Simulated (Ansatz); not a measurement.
K6S3, relaxed as a singlet with RKS r2SCAN-D4/def2-SVP in Ansatz, starting from the GFN1-xTB geometry. Force threshold 0.02 eV/Å.

The restricted singlet is unstable towards broken spin symmetry at other levels; at r2SCAN-D4/def2-SVP this wasn't settled. Another isomer (singlet) lies 0.70 eV lower at PBE0-D4/def2-TZVP; other spin states weren't run for this one.

Start:

```tsv
atom	x (Å)	y (Å)	z (Å)
K1	-2.5199	1.6420	0.5655
K2	3.1396	0.0222	1.1826
K3	0.9789	-2.2913	-0.8184
K4	-1.1861	0.5249	-2.8241
K5	-0.1927	-1.1154	2.4485
K6	-2.9950	-2.2579	-0.3837
S7	1.8495	0.7110	-1.4437
S8	0.1902	0.9729	-0.2633
S9	0.7354	1.7916	1.5366
```

**Question.** Estimate the energy that the relaxation releases and the steps that it takes.

**Answer.** 72.6 kcal/mol, in 41 steps; 14 min on 4 threads of Arm Neoverse N1 on a shared host. No frequencies were taken in this run, so the end may be a saddle point.

**Question.** Does the start keep its bonding?

**Answer.** Bonds lost: K2–S8, K5–K6, S8–S9 (atoms count from 1). Bonds formed: K5–S7, K6–S8 (atoms count from 1). Metal–metal contacts that move far: K2–K3 3.75 to 6.27 Å, K1–K2 5.92 to 4.36 Å, K3–K5 3.66 to 4.77 Å, K1–K4 3.81 to 4.80 Å, K1–K6 4.04 to 4.88 Å.

**Question.** Predict the relaxed structure.

**Answer.** 
```xyz
9

K    -1.916    1.824    1.258
K     2.370    2.369    0.696
K     0.690   -3.235   -1.564
K    -0.155    0.579   -3.030
K     0.820   -0.699    2.476
K    -3.272   -1.817   -1.687
S     1.597   -0.454   -0.659
S    -0.611   -0.754   -0.329
S     0.477    2.187    2.838
```
Bond lengths (bridged metal pairs left out): 12 × K–S 2.86 to 3.30 Å; 1 × S–S 2.25 Å.
